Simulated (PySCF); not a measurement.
Species: C6H8N2S.
Z-matrix (Å and degrees, GFN2-xTB geometry), rows numbered from 1:
```
C 
S   1  1.8159
C   2  1.7559  1  103.55
C   3  1.4016  2  125.13  1     1.34
N   4  1.3127  3  122.23  2  -179.80
N   5  1.2967  4  121.67  3    -0.22
C   6  1.3261  5  120.50  4    -0.13
C   7  1.4932  6  116.88  5  -179.42
C   3  1.3878  2  118.79  1  -178.81
H   1  1.0859  2  110.01  3   -62.46
H   1  1.0861  2  110.04  3    60.63
H   1  1.0858  2  105.47  3   179.12
H   4  1.0788  3  122.81  2     0.29
H   8  1.0884  7  110.38  6  -121.01
H   8  1.0886  7  110.11  6   119.65
H   8  1.0858  7  109.35  6    -0.58
H   9  1.0796  3  120.86  2    -0.14
```

Probes without a nucleus sit at each ring's centroid and 1 Å off its mean plane on both sides; NICS is minus the shielding there, NICSzz its component along the normal. Level: GIAO PBE0/pcSseg-1 (PySCF, non-relativistic, gas phase) on the GFN2-xTB geometry, one conformer.

Ring bond lengths (Å), with Mayer bond orders in brackets: C3–C4 1.402 (1.22), C4–N5 1.313 (1.52), N5–N6 1.297 (1.33), N6–C7 1.326 (1.50), C7–C9 1.395 (1.30), C9–C3 1.388 (1.40).

**Question.** Give the NICS values of each ring in ppm.

**Answer.** 
```csv
ring,type,NICS(0),"NICS(1), two faces","NICS(1)zz, two faces",rms pucker (Å),"centre to ring atoms, mean (Å)"
C3–C4–N5–N6–C7–C9,6-membered ring with 2 N; formal bonds all aromatic,-4.9,-10.5 / -10.5,-24.7 / -24.6,0.00,1.35
```

**Question.** What do they say, and how far can they be read as aromaticity?

**Answer.** 
- C3–C4–N5–N6–C7–C9: mean NICS(1)zz -24.6 ppm, shielded. The ring is flat and has no four-coordinate atom; by the NICS criterion it is aromatic. NICS(0) lies 6 ppm above the mean NICS(1).

**Question.** And the bond-length index? HOMA = 1 − mean of α(R − Ropt)² over the ring bonds, with Krygowski's 1993 parameters (CC: Ropt 1.388 Å, α 257.7 Å⁻²; CN: Ropt 1.334 Å, α 93.52 Å⁻²; NN: Ropt 1.309 Å, α 130.33 Å⁻²).

**Answer.** 
- C3–C4–N5–N6–C7–C9: HOMA 0.98; the largest term is that of C3–C4, α(R − Ropt)² = 0.05. The geometric and the magnetic index point the same way.
